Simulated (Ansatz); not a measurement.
InCl (SMILES [Cl][In]): methods side by side

The species is InCl (2 atoms), meant as a singlet with charge 0. SMILES: `[Cl][In]`. Geometry: a GFN2-xTB relaxation, a rough one for these elements and not checked as a minimum.

```xyz
2

Cl    0.0000    0.0000    0.0000
In    0.0000    0.0000    2.3857
```

Quantity: the energy change with the Cl1–In2 bond stretched from 2.386 to 2.982 Å, in eV. The values are calculated.

```csv
level,kind,program,value (eV),less FCI/STO-3G,CPU time (all runs)
BHLYP/STO-3G (restricted),global hybrid,Ansatz,1.63,+0.09,2.7 s
PBE0/STO-3G (restricted),global hybrid,Ansatz,1.59,+0.05,2.7 s
wB97X/STO-3G (restricted),range-separated hybrid,Ansatz,1.68,+0.14,10 s
B2PLYP/STO-3G (restricted),double hybrid,Ansatz,1.57,+0.03,3.8 s
RPA@PBE/STO-3G (restricted),RPA,Ansatz,1.36,-0.18,3.7 s
BCCD(T)/STO-3G (restricted),coupled cluster or CI,Ansatz,1.54,0.00,1.2 s
CCSDTQ/STO-3G (restricted),coupled cluster or CI,Ansatz,1.54,0.00,31 s
FCI/STO-3G,exact in the basis,Ansatz,1.54,0.00,1.8 s
```

FCI/STO-3G is exact within its basis and frozen core, so for wave-function methods in that basis the difference is their error; functionals converge differently with the basis, so for them it is only a difference. All-electron rows without a relativistic Hamiltonian named are non-relativistic. The first shape isn't each level's own minimum. The values span 1.36 to 1.68 eV. All rows use very small basis sets, so none should be taken for the real molecule's value. In the correlated wave-function rows the outer d shell of In is correlated, in sets not made for it. In so small a basis fixed costs decide the times, and correlated methods can beat functionals. Times are those of the runs behind each value, whatever else they computed, on shared processors of several kinds: orders of magnitude only.
